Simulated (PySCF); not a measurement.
disiloxane anion (H6OSi2), SMILES [SiH3]O[SiH3] (connectivity only; charge and spin as stated), charge -1, multiplicity 2. Atoms are numbered in the order given.

```xyz
9

Si     1.4983    -0.2356    -0.0766
O     -0.1088    -0.2691     0.6855
Si    -1.3842     0.2810    -0.2094
H      0.7688     0.1240    -1.4592
H      2.1062     1.1246     0.2400
H      2.0774    -1.1057     1.0865
H     -2.5820     0.1838     0.7098
H     -1.7635    -0.5323    -1.4175
H     -1.3338     1.7214    -0.6386
```
Charge -1, spin multiplicity 2.

Geometry optimised at PBE0-D3(BJ)/def2-SVPD. The multiplicity is an assumed one; other spin states were not compared.

Computed with B3LYP/pcH-1 (PySCF).

Unrestricted Kohn–Sham, ⟨S²⟩ = 0.752. Hyperfine tensors hold the contact and dipolar terms, without spin-orbit corrections.

Question: Estimate the hyperfine couplings. (An estimate is asked for; the answer gives what the named calculation found.)

Answer: 
```tsv
nucleus	A(iso) (MHz)	A(iso) (G)	dipolar principal values (MHz)
29Si no. 1	-487.1	-173.8	-86.2, 35.9, 50.4
17O no. 2	-30.5	-10.9	-6.4, 3.0, 3.3
29Si no. 3	-0.3	-0.1	-6.3, 2.7, 3.6
1H no. 4	193.7	69.1	-6.3, -4.1, 10.4
1H no. 5	-15.3	-5.5	-4.9, -4.0, 8.9
1H no. 6	222.5	79.4	-6.2, -1.7, 7.9
1H no. 7	7.2	2.6	-1.2, -0.5, 1.7
1H no. 8	13.8	4.9	-2.2, -1.1, 3.3
1H no. 9	5.3	1.9	-2.1, -1.0, 3.2
```

Question: And the g tensor (effective nuclear charges for spin-orbit coupling, GIAO)? (Estimate from the structure and the level; the computed values follow.)

Answer: principal values 2.0016, 2.0023, 2.0049; isotropic 2.0029.
